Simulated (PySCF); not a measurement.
# TiF₃ + H₂O → TiOF + 2 HF

Level: PBE0 in the def2-TZVP basis family, all electrons, no relativity, computed in PySCF with density fitting; open shells unrestricted.

| species | state and structure | ZPE (kJ/mol) | H(298 K) − H(0) (kJ/mol) | S° (J/(mol K)) |
| --- | --- | --- | --- | --- |
| TiF₃ | doublet, D3h, Ti–F 1.770 Å (×3) | 15.9 | 15.8 | 302.7 |
| H₂O | singlet, C2v, O–H 0.960 Å (×2); H–O–H 105.1° | 56.5 | 9.9 | 188.7 |
| TiOF | doublet, Cs, Ti–F 1.832 Å, Ti–O 1.614 Å; F–Ti–O 125.0° | 11.0 | 12.1 | 280.4 |
| HF | singlet, C∞v, H–F 0.920 Å | 24.9 | 8.7 | 173.6 |

(1) Is the gas-phase reaction uphill or downhill in electronic energy at this level, and by how much?

(2) Add zero-point, thermal and entropy terms for 298.15 K and 1 bar.

Results:

(1) At PBE0/def2-TZVP, ΔE = 372.2 kJ/mol, uphill. 

(2) ΔZPE = -11.6 and Δ[H(298) − H(0)] = 3.8 kJ/mol give ΔH° = 364.4 kJ/mol. ΔS° = 136.2 J/(mol K), so ΔG° = 364.4 − 298.15 × (0.1362) = 324 kJ/mol. ΔG° would change sign near 2680 K if ΔH° and ΔS° stayed fixed.

Open d or f shells are single determinants, so the state found may not be the ground state. Only the bonding shown was studied: isomers, or loss of a ligand pair, can lie lower.
